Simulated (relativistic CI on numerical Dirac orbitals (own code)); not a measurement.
**Ti+ in a cubic cluster: 1s photoemission with charge transfer**

Computed with a charge-transfer multiplet model of a cubic metal-ligand cluster with up to 2 ligand holes, Slater and spin-orbit integrals from Dirac-Coulomb-Breit ions, Slater integrals scaled by 0.9. The parameters are those of a tetrahedral site (10Dq negative, t2 hopping the larger). The ground state mixes d3 with configurations of k ligand holes L, whose averages lie at kΔ + k(k − 1)U_dd/2; a core hole lowers each added d electron by U_cd. 300 K, Lorentzian 1.1 eV and Gaussian 0.6 eV FWHM.

Atomic integrals in eV (Slater integrals scaled, ζ unscaled), ground: F2dd 6.085, F4dd 3.735, zeta_d 0.009; with the core hole: F2dd 8.110, F4dd 5.042, zeta_d 0.020, G2cd 0.031.

Cluster parameters (eV): Δ = 6.3, U_dd = 3.9, 10Dq = -0.35, 10Dq(ligand) = 0, V(eg) = 0.68, V(t2g) = -1.15, final-state hopping factor = 1.

```tsv
Case	n_d	d3	d4L	d5L2	S
U_cd = 3.3 eV	3.15	0.86	0.14	0.01	1.50
U_cd = 4.5 eV	3.15	0.86	0.14	0.01	1.50
U_cd = 5.1 eV	3.15	0.86	0.14	0.01	1.50
```

Weights, n_d and S are thermal averages at 300 K. Binding energies count from the first peak over 30 % of the highest in each spectrum, which can be another peak from case to case. The parameters are a model scan and need not match a compound or its usual spin state. Peaks in eV (height, largest 100):
- U_cd = 3.3 eV: 0.0 (100), 3.8 (7)
- U_cd = 4.5 eV: 0.0 (100), 3.2 (15), 5.3 (10)
- U_cd = 5.1 eV: 0.0 (100), 3.0 (20), 5.2 (15)

For the case U_cd = 4.5 eV, Δ = 6.3 eV is larger than U_dd = 3.9 eV, the Mott-Hubbard side of the Zaanen-Sawatzky-Allen scheme. With the core hole the configuration with one ligand hole lies at Δ − U_cd = 3.0, 1.8, 1.2 eV from the one without, in the order of the table; where this is negative the screened configuration lies lower, though the effective hopping of about 2.7 eV (from the holes of the mixed ground state) mixes the two strongly wherever it is as large as the gap.
